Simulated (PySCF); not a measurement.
Excitations are Tamm–Dancoff values on a coarser integration grid. The basis has no diffuse functions, so Rydberg states are missing or too high.

C4H10Si, SMILES `C=[SiH]C(C)C` (C–Si–C–C torsion 1°) (charge 0, multiplicity 1)

Method: PySCF with PBE0-D3(BJ)/def2-TZVP.

The HOMO is -6.21 eV. The dipole moment comes out as 1.78 D and the LUMO is -0.68 eV. The HOMO–LUMO gap is 5.53 eV, the S1 excitation (TDA) is 5.61 eV and the S1 oscillator strength is 0.338. The brightest of the four lowest singlets (TDA) is 5.61 eV, the T1 excitation (TDA) comes out as 2.80 eV and the S1–T1 gap (TDA) is 2.81 eV. The total energy is -12180.97 eV and the cost comes out as around 4 core-minutes (rough).

```xyz
15

C      2.3001     1.0829     0.0897
Si     1.3159    -0.1409    -0.5615
C     -0.5551    -0.2024    -0.4393
C     -1.1061     0.9881     0.3377
C     -1.0224    -1.5332     0.1520
H      3.3797     1.0556    -0.0050
H      1.9006     1.9379     0.6231
H      1.9159    -1.2943    -1.2775
H     -0.9229    -0.1460    -1.4730
H     -0.7473     0.9821     1.3704
H     -2.1994     0.9539     0.3668
H     -0.8109     1.9395    -0.1098
H     -0.6966    -1.6377     1.1907
H     -0.6366    -2.3907    -0.4053
H     -2.1150    -1.5947     0.1410
```
